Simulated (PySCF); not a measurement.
CH5ClFNSi, SMILES NC[Si@H](F)Cl. Coordinates come from a B3LYP-D3(BJ)/def2-SVP optimisation. The structure was generated by enumeration; whether it is a known compound was not checked. The values are those of a single conformer.

Computed equilibrium geometry at B3LYP-D3(BJ)/def2-SVP (PySCF confirms it by a frequency run) as bond lengths and angles (one conformer of several):
Atoms: N1 C2 Si3 F4 Cl5 H6 H7 H8 H9 H10. Bonded distances (Å): N1–C2 1.469, N1–H6 1.020, N1–H7 1.020, C2–Si3 1.875, C2–H8 1.104, C2–H9 1.104, Si3–F4 1.629, Si3–Cl5 2.070, Si3–H10 1.483. Bond angles (°): C2–N1–H6 111.3, C2–N1–H7 110.7, H6–N1–H7 106.7, N1–C2–Si3 112.7, N1–C2–H8 109.5, N1–C2–H9 109.7, Si3–C2–H8 109.2, Si3–C2–H9 110.2, H8–C2–H9 105.2, C2–Si3–F4 106.9, C2–Si3–Cl5 112.4, C2–Si3–H10 113.1, F4–Si3–Cl5 108.0, F4–Si3–H10 106.7, Cl5–Si3–H10 109.3.
Charge 0, spin multiplicity 1.
